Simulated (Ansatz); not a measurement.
Reaction (redistribution): `[CH3][Mo](=[NH])(=[NH])[NH2]` + `[OH][Sc]([OH])[Cl]` → `[NH]=[Mo](=[NH])([NH2])[Cl]` + `[CH3][Sc]([OH])[OH]`

Calculated with Ansatz (gas phase, PBE0-D4/def2-TZVP geometries, no zero-point term in ΔE). CBS: MP2 limit from def2 TZ/QZ plus the TZ coupled-cluster correction, frozen cores. Functionals use def2-TZVPP. B3LYP here is the variant with VWN-RPA as its local correlation; programs differ in this. Elements past krypton have def2 core potentials. For Mo, Sc outer-core shells are correlated without core-valence functions, which leaves a few kJ/mol of doubt a bond. Scalar relativity is left out up to krypton. Each species was taken in one conformer, which may not be the lowest.

Is it downhill or uphill in electronic energy at CCSD(T)/CBS, and by how much? (Estimate.)

Computed: Uphill: ΔE = +97.3 kJ/mol.

What do these levels give: LDA (SPW92), BLYP-D4, PBE0-D4, B3LYP-D4, r2SCANh-D4, BHLYP-D4, ωB97X-V, MP2/def2-SVP, CCSD/def2-SVP, MP2/def2-TZVPP, CCSD(T)/def2-TZVPP, HF/def2-QZVPP? (An estimate is asked.)

The calculation gave: LDA (SPW92) 95.7, BLYP-D4 95.5, PBE0-D4 98.9, B3LYP-D4 99.2, r2SCANh-D4 100.4, BHLYP-D4 105.2, ωB97X-V 102.2, MP2/def2-SVP 97.9, CCSD/def2-SVP 111.5, MP2/def2-TZVPP 89.7, CCSD(T)/def2-TZVPP 103.5, HF/def2-QZVPP 114.5 kJ/mol.

Largest T1 diagnostic among the species: 0.022, so the coupled-cluster value is less sure than usual.

From BLYP to BHLYP (50 % exact exchange), in def2-TZVPP and without D4, ΔE moves by +10.2 kJ/mol. In def2-TZVPP, CCSD(T) changes the Hartree–Fock value by −11.5 kJ/mol (the triples alone add −3.0 kJ/mol) and MP2 by −25.4 kJ/mol. At CCSD(T), def2-SVP lies +12.4 kJ/mol from the extrapolated value and def2-TZVPP +6.2 kJ/mol.
